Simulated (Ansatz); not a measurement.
Program: Ansatz 0.2.0.

Basis-set series for `[CH3][GeH]([CH3])[SH]`. Total charge 0; spin multiplicity 1. All single points use the PBE0-D4/def2-TZVP geometry. It is one conformer, not always the lowest.

```csv
functional,basis,functions,energy (Eh),HOMO (eV),LUMO (eV)
PBE0-D4,def2-SVP,118,-2555.32132,-6.84,1.03
PBE0-D4,def2-TZVPP,264,-2555.81276,-7.00,0.52
ωB97M-V,def2-SVP,118,-2555.61222,-9.02,2.88
ωB97M-V,def2-TZVPP,264,-2556.10898,-9.21,2.18
```

Task: Give the rows for def2-QZVPP. (Estimate.)

Result: The calculation gave: 
```json
{"functional": "PBE0-D4", "basis": "def2-QZVPP", "functions": "513", "energy (Eh)": "-2555.87439", "HOMO (eV)": "-7.03", "LUMO (eV)": "0.26"}
{"functional": "ωB97M-V", "basis": "def2-QZVPP", "functions": "513", "energy (Eh)": "-2556.16910", "HOMO (eV)": "-9.24", "LUMO (eV)": "1.56"}
```

Positive LUMOs are unbound and depend on the basis. Scalar relativity is left out up to krypton.
